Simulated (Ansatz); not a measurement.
CH$_{5}$AlBrGa (`[CH3][Al]([GaH2])[Br]`). Charge 0, multiplicity 1.

Cartesian coordinates in Å:
```
C 0.7584 0.8512 1.4262
Al 0.2450 -0.4874 0.1094
Ga -1.2610 -0.3823 -1.8962
Br 1.1590 -2.5627 0.4004
H 1.8462 0.9737 1.4360
H 0.3056 1.8281 1.2407
H 0.4675 0.5241 2.4297
H -2.7980 -0.7281 -1.8125
H -0.7227 -0.0167 -3.3336
```

Question: What are the harmonic wavenumbers in cm⁻¹ at PBE0-D4/def2-TZVP (Ansatz, finite differences of forces, unscaled)? (Best estimate.)

Answer: The calculation gave: 42, 58, 110, 126, 137, 255, 344, 405, 526, 616, 659, 686, 758, 1213, 1433, 1436, 1927, 1933, 3036, 3115, 3133.

Question: Is this a minimum?

Answer: Yes, all 21 modes are real.

Question: Give the ideal-gas thermochemistry at 298.15 K and 1 bar (rigid rotor, harmonic oscillator; point group Cs, symmetry number 1).

Answer: Zero-point energy 131.3 kJ/mol; H(298) − E = 155.9 kJ/mol; entropy 402.3 J/(mol·K), of which translation 174.5, rotation 124.6, vibration 103.2; G(298) − E = 36.0 kJ/mol. Modes under 100 cm⁻¹ are hindered rotations or soft bends, so the harmonic entropy is rough.

Question: And at 400, 500, 600, 800 and 1000 K?

Answer: 
```csv
T (K),H − E (kJ/mol),S (J/mol/K),G − E (kJ/mol)
400,168.4,438.2,-6.9
500,181.8,468.1,-52.2
600,196.2,494.2,-100.4
800,227.1,538.7,-203.8
1000,260.4,575.7,-315.3
```
